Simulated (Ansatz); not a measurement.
Wavefunction ladder for `NB(F)[TeH]`

```xyz
7

N    -0.570   -0.751   -0.400
B     0.644   -0.096   -0.232
F     1.735   -0.564   -0.846
Te    0.930    1.689    0.988
H    -1.426   -0.455    0.030
H    -0.648   -1.574   -0.976
H    -0.665    1.751    1.436
```

Charge 0, multiplicity 1. Correlated methods include outer-core shells of Te, which these sets cover unevenly. Te: def2 effective core potential. All single points use the PBE0-D4/def2-TZVP geometry. It is one conformer, not always the lowest. Frozen core, restricted reference, the Gaussian-basis code of Ansatz.

| basis | HF (Eh) | MP2 corr. | CCSD corr. | (T) | CCSD(T) total |
| --- | --- | --- | --- | --- | --- |
| def2-SVP | -447.29102 | -0.55593 | ? | -0.01467 | ? |
| def2-TZVPP | ? | -1.02430 | -1.01606 | -0.03096 | ? |
| def2-QZVPP | ? | ? | – | – | – |

**Question.** Fill in the withheld values. (Estimate.)

**Answer.** Ansatz gave: def2-SVP CCSD corr.: -0.58563; def2-SVP CCSD(T) total: -447.89132; def2-TZVPP HF (Eh): -447.52244; def2-TZVPP CCSD(T) total: -448.56946; def2-QZVPP HF (Eh): -447.53243; def2-QZVPP MP2 corr.: -1.23013.
